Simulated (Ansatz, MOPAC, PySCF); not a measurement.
Lewis adduct: BH3 (SMILES B) (first 4 atoms) with CH4O (SMILES CO); geometry from B3LYP-D3(BJ)/def2-TZVP, rigid monomers moved along the line of their centres of mass till B1···O6 is 2.32 Å.
(charge 0, multiplicity 1):
```
atom    x (Å)    y (Å)   z (Å)
----  -------  -------  ------
B      0.0314  -0.0098  0.7831
H     -0.3262   1.1245  0.6106
H     -0.6037  -0.8514  0.2043
H      1.2284  -0.1728  0.7716
C      0.2602   0.5446  4.0209
O     -0.4272  -0.2663  3.0436
H     -0.0960   0.2794  5.0149
H      0.0019   1.5725  3.7868
H      1.3374   0.4048  3.9330
H     -0.2860  -1.2035  3.2262
```

Interaction energies are E(AB) − E(A) − E(B) at the monomers' geometry in the complex; basis-set methods are counterpoise corrected. Rows marked so take none.

Rows in 3-21G carry no dispersion term and start afresh at each structure. The state that PM3 reach isn't checked.

The values were computed with Ansatz (Gaussian orbitals); MOPAC for PM3 (differences of heats of formation); PySCF for 3-21G rows, the dispersion terms. Values without a source in brackets are computed.

### Question
One of these levels gives -67.8 kJ/mol for the interaction energy. Which?
(A) B3LYP/3-21G (no counterpoise)
(B) HF/3-21G (no counterpoise)
(C) PM3
(D) PBE-D4/def2-TZVPPD

### Answer
D, PBE-D4/def2-TZVPPD. The others give -52.9 (PM3), -87.6 (HF/3-21G (no counterpoise)), -109.9 (B3LYP/3-21G (no counterpoise))

Ansatz is a quantum-chemistry and plane-wave program.
